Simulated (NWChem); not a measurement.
## Basis-set dependence for CHF

```xyz
3

C      0.5606    -0.4527     0.0000
F     -0.5266     0.2642     0.0000
H      1.3753     0.3381     0.0000
```
Charge 0, spin multiplicity 1.

The numbers come from NWChem runs, not from measurements. All single points use one geometry, from B3LYP/def2-SVP, a minimum by its harmonic frequencies.

Hartree-Fock energies in Ha, correlation energies in mHa.

The correlated methods keep 2 core orbitals frozen. The structure started from a generated list of species. No row is a measurement; the coupled-cluster row has its own basis-set and correlation limits.

| basis | functions | RHF | MP2 | SCS-MP2 | CCSD | CCSD+T(CCSD) | CCSD(T) | CR-CCSD[T] | CR-CCSD(T) | CCSDT | RI-MP2 |
|---|---|---|---|---|---|---|---|---|---|---|---|
| STO-3G | 11 | -135.88072 | -66.0 | -70.2 | -88.0 | -94.3 | -92.9 | -93.8 | -92.5 | -93.8 | not run |
| cc-pVDZ | 33 | -137.76501 | -297.7 | -293.8 | -319.4 | -328.3 | -327.1 | -326.8 | -325.8 | -327.8 | -297.7 |
| cc-pVTZ | 74 | -137.81078 | -387.2 | -384.6 | -404.2 | -419.4 | -418.2 | -416.7 | -415.8 | not run | -387.2 |
| cc-pVQZ | 140 | -137.82183 | -419.8 | -419.7 | not run | not run | not run | not run | not run | not run | -419.8 |

From cc-pVTZ to cc-pVQZ the Hartree-Fock energy moves by -11.0 mHa and the MP2 correlation energy by -32.6 mHa, which is 8 % of its value in the larger set.
